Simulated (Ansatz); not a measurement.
Coupled-cluster diagnostics for the cluster Na₃Cl₃⁺ (the lowest doublet isomer of a short search), Ansatz.

Geometry of the doublet (B3LYP-D4/def2-SVP):

```csv
atom,x (Å),y (Å),z (Å)
Na1,0.702,1.641,-0.588
Na2,0.411,-1.902,-1.376
Na3,-0.008,-0.392,2.348
Cl4,-1.274,0.127,-1.657
Cl5,-1.550,1.143,0.831
Cl6,1.720,-0.617,0.442
```

Correlated methods freeze 18 core orbitals; core or outer-core shells of Na are correlated, in sets that lack core-valence functions. In the doublet, Cl4 and Cl5 lie 2.70 Å apart (atoms count from 1), so these atoms are partly bonded to each other. The structure comes from a short search, and lower isomers may exist.

**Question.** Estimate the CCSD(T) correlation energy, the shares of MP2 and (T), T1 and the reference's ⟨S²⟩ for: charge 1, doublet, own geometry in def2-SVP; and the rough time on 4 threads of Intel Xeon on a shared host.

**Answer.** 
```json
{"state": "charge 1, doublet, own geometry", "basis": "def2-SVP", "correlation (eV)": "-12.614", "MP2 share (%)": "90.1", "(T) share (%)": "1.8", "T1": "0.006", "⟨S²⟩ (pure)": "0.76 (0.75)", "wall time": "42 s"}
```
Customary marks for T1 are 0.02 (closed shells), 0.045 (open shells) and about 0.05 (3d metals). T1 stays under 0.02 throughout.
